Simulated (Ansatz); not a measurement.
Consider the formal exchange of groups at the Al–N bond: `C=[N][Al]1[CH2]C[O]1` + SiH₄ → `[SiH3][Al]1[CH2]C[O]1` + `C=N`.

Program: Ansatz. Geometries: PBE0-D4/def2-TZVP. ΔE: electronic, gas phase. CBS: MP2 limit from def2 TZ/QZ plus the TZ coupled-cluster correction, frozen cores. This one scheme is used for every species. DFT in def2-TZVPP. Each species was taken in one conformer, which may not be the lowest.

CCSD(T)/CBS gives +58.5 kJ/mol.

Problem. Another level gave +59.4 kJ/mol. Which?
A. HF/def2-TZVPP
B. ωB97X-V/def2-TZVPP
C. MP2/def2-TZVPP
D. PBE0/def2-TZVPP

Solution. B. ωB97X-V 59.4, PBE0 48.5, MP2/def2-TZVPP 69.5, HF/def2-TZVPP 75.8 kJ/mol.

Largest T1 diagnostic among the species: 0.014.

From PBE to PBE0 (25 % exact exchange), in def2-TZVPP and without D4, ΔE moves by +4.7 kJ/mol. In def2-TZVPP, CCSD(T) changes the Hartree–Fock value by −18.0 kJ/mol (the triples alone add −2.1 kJ/mol) and MP2 by −6.3 kJ/mol.

CCSD(T)/CBS has its own doubt, a few kJ/mol and more with outer-core shells, so smaller differences from it don't rank the levels.
